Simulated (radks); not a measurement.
Question: Species: Ta LI. Configuration: [Ne] 3s2 3p5 3d5 4p1 (not the ground configuration). All-electron calculation, scalar-relativistic Kohn-Sham, PBEsol, spin-polarised, spherical densities, finite nucleus; open shells are filled with parallel spins first (spin-orbit coupling, left out, can overturn this in heavy ions); Fermi nuclear charge, rms radius 5.3507 fm. Program: a radial shooting solver on a logarithmic mesh with Libxc functionals. Some entries of the table are withheld. Estimate them.

orbital,occ.,eigenvalue (Ry),<r> (bohr),r(max) (bohr)
1s up,1,-5181.573,0.01867,0.01168
1s down,1,-5181.196,0.01867,0.01168
2s up,1,-1078.165,0.07859,0.06673
2s down,1,-1076.104,0.07849,0.06668
2p up,3,-974.3182,0.07014,0.05461
2p down,3,-972.5326,0.07004,0.05456
3s up,1,-398.7183,0.1952,0.1833
3s down,1,-395.9495,0.1957,0.1835
3p up,3,-367.7334,0.1929,0.1798
3p down,2,-364.9174,0.1934,0.1801
3d up,5,-336.0523,(1),(2)
3d down,0,-332.8049,(3),(4)
4s up,0,-202.9405,0.3756,0.3755
4s down,0,-201.3808,0.3765,0.3765
4p up,1,-190.6694,0.3806,0.3813
4p down,0,-189.1112,0.3817,0.3824
4d up,0,-177.8560,(5),0.3656
4d down,0,-176.2654,(6),0.3669

Answer: 
(1) 3d up <r> (bohr): 0.1718
(2) 3d up r(max) (bohr): 0.1442
(3) 3d down <r> (bohr): 0.1723
(4) 3d down r(max) (bohr): 0.1444
(5) 4d up <r> (bohr): 0.3685
(6) 4d down <r> (bohr): 0.3696
